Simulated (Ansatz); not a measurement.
# Two structures, one formula

The two ends of one reaction step of BH₂SF₃, singlet (PBE0-D4/def2-TZVP).

A:

B1  (-0.576, 0.031, -0.974)
S2  (0.753, 1.010, -0.218)
F3  (-0.337, -1.094, -1.609)
F4  (-1.808, 0.474, -0.891)
H5  (0.262, 0.008, 1.786)
F6  (-0.022, -0.575, 2.453)
H7  (1.728, 0.146, -0.546)
(Å)

B:

| atom | x (Å) | y (Å) | z (Å) |
| --- | --- | --- | --- |
| B1 | -1.0600 | -0.6004 | -0.2467 |
| S2 | 1.2435 | 1.0763 | -0.1981 |
| F3 | -0.7349 | -1.1458 | -1.4007 |
| F4 | -1.8971 | 0.4160 | -0.2132 |
| H5 | 1.0991 | 1.3967 | 1.0973 |
| F6 | -0.7362 | -1.2132 | 0.8759 |
| H7 | 2.0856 | 0.0703 | 0.0856 |

Ansatz 0.2.0; basis: def2-TZVPP; cores frozen in the correlated methods. B3LYP uses VWN-RPA correlation.

Which structure is lower at CCSD(T), and by how much? (Judge from chemistry; the value comes from the calculation.)

By the calculation: B, by 20.19 kcal/mol (electronic energy, against the other). By their contacts, A is a complex of BHSF₂ ([F][B]([F])[SH]) + HF and B is a complex of BF₃ ([F][B]([F])[F]) + H₂S.

All methods give the same order:

```json
{"method": "SPW92", "E(B) − E(A) (kcal/mol)": "-18.10"}
{"method": "PBE-D4", "E(B) − E(A) (kcal/mol)": "-16.39"}
{"method": "BLYP-D4", "E(B) − E(A) (kcal/mol)": "-18.55"}
{"method": "r2SCAN-D4", "E(B) − E(A) (kcal/mol)": "-19.73"}
{"method": "B97M-V", "E(B) − E(A) (kcal/mol)": "-20.48"}
{"method": "PBE0-D4", "E(B) − E(A) (kcal/mol)": "-17.93"}
{"method": "B3LYP-D4", "E(B) − E(A) (kcal/mol)": "-19.78"}
{"method": "r2SCAN0-D4", "E(B) − E(A) (kcal/mol)": "-20.41"}
{"method": "BHLYP-D4", "E(B) − E(A) (kcal/mol)": "-21.89"}
{"method": "CAM-B3LYP-D4", "E(B) − E(A) (kcal/mol)": "-20.90"}
{"method": "wB97X-V", "E(B) − E(A) (kcal/mol)": "-19.62"}
{"method": "wB97M-V", "E(B) − E(A) (kcal/mol)": "-20.26"}
{"method": "B2PLYP", "E(B) − E(A) (kcal/mol)": "-19.75"}
{"method": "PBE-QIDH", "E(B) − E(A) (kcal/mol)": "-19.05"}
{"method": "RPA on PBE", "E(B) − E(A) (kcal/mol)": "-20.42"}
{"method": "HF", "E(B) − E(A) (kcal/mol)": "-24.61"}
{"method": "MP2", "E(B) − E(A) (kcal/mol)": "-18.95"}
{"method": "CCSD", "E(B) − E(A) (kcal/mol)": "-21.03"}
{"method": "CCSD(T)", "E(B) − E(A) (kcal/mol)": "-20.19"}
```

The T1 diagnostic stays at or below 0.013.

Labels in which every atom is bracketed show which atoms are joined, not bond orders.

For scale, one of the runs: CCSD(T)/def2-TZVPP, 194 basis functions, launched by `ansatz run in.yaml --threads 4 --pin off --events-out ev --progress --plain --max-ram 9574MiB`. Time: 44 s of wall clock on 4 CPU threads of an Arm Neoverse V2; the host was shared. Peak host memory: 2.4 GiB.
